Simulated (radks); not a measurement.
The numbers below are computed, except where a source is named.
Task: Coulomb parameter of the 4f shell of the praseodymium ion Pr2+ in the model configuration [Xe] 4f2 6s1, as a second difference U = [E(n + 0.5) + E(n - 0.5) - 2 E(n)] / (0.5)^2 with all orbitals relaxed. "Bare": the charge of the atom changes with n. "Screened": the 6s shell takes up the change at fixed total charge, which measures U(4f,4f) + U(6s,6s) - 2 U(4f,6s). Level of theory: scalar-relativistic Kohn-Sham, LDA (Slater exchange, Perdew-Wang correlation), spin-unpolarised, spherical densities, point nucleus (a radial shooting solver on a logarithmic mesh with Libxc functionals). Estimate both.

Result: U(bare) = 16.476 eV, U(screened by 6s) = 6.880 eV, against the Slater integral F0(4f,4f) = 24.822 eV with frozen orbitals.
